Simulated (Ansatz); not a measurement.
Z-matrix (Å, degrees):
```
Ti
H 1 1.6917
H 1 1.6917 2 109.47
H 1 1.6917 2 109.47 3 -120.00
H 1 1.6917 2 109.47 4 -120.00
```
Charge 0, multiplicity 1.

These are frozen-core CCSD(T)/def2-TZVPP // r2SCAN-D4/def2-SVP (Ansatz, a first-principles code) values and carry that method's errors.

```yaml
HF energy: -850.60666 Ha
MP2 correlation energy: -0.43638 Ha
```

Question: Estimate the CCSD correlation energy, the (T) correction, the total energy and the T1 diagnostic.

Answer: 
```
Quantity                         Value
-----------------------  -------------
CCSD correlation energy    -0.47041 Ha
(T) correction             -0.02182 Ha
CCSD(T) total energy     -851.09888 Ha
T1 diagnostic                    0.033
```
